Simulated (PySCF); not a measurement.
# [Er(OH)2]+ at several levels of theory

Computed with PySCF 2.14.0 (density fitting, no spin-orbit coupling) at the geometry relaxed with PBE0:

```xyz
5
[Er(OH)2]+ (singlet in the valence; each metal's 4f electrons, 11 of them, lie in its core potential, out of spins and levels)
Er    0.0000    0.0000   -0.5461
O     1.6241   -0.0346    0.5022
H     2.2867   -0.0494    1.1998
O    -1.6241    0.0346    0.5022
H    -2.2867    0.0494    1.1998
```

```
 level                                              basis    state  HOMO (eV)  gap (eV)  charge on Er1 (e)  population of f-type functions on Er1 (polarisation alone where 4f lies in the core)  dipole about the centre of mass (D)  largest force component (eV/Å)
  PBE0  Er lcecp-1-SVP with ECP57, O def2-SVP, H def2-SVP  singlet     -13.72      6.51               1.38                                                                                  0.07                                 2.43                            0.01
revPBE                                           the same  singlet     -12.07      4.17               1.24                                                                                  0.07                                 2.07                            0.57
   PBE                                           the same  singlet     -12.13      4.16               1.23                                                                                  0.07                                 2.01                            0.41
```

In the lcecp rows the 4f levels are missing from HOMO and gap, and the state counts the valence alone.

Charges are Mulliken's, which hang on the basis. The relaxation used the grid (50, 194), these runs (75, 302) or, all-electron (x2c bases, spin-free X2C Hamiltonian), (99, 590).

Question: What does PBE0 with Er lcecp-1-TZVP with ECP57, O def2-TZVP, H def2-TZVP give here?

Answer: state singlet, HOMO (eV) -13.77, gap (eV) 6.58, charge on Er1 (e) 1.77, population of f-type functions on Er1 (polarisation alone where 4f lies in the core) 0.07, dipole about the centre of mass (D) 2.62, largest force component (eV/Å) 0.17. Time: 5.8 s on 2 threads of Arm Neoverse V2, with other jobs on the host, from free ions and atoms.

In the first row's basis the gap widens with exact exchange: 4.2 eV for PBE, revPBE (none); 6.5 eV for PBE0 (a fixed share).

An lcecp potential fixes the number of 4f electrons, so in runs with it no electron can move into or out of that shell.
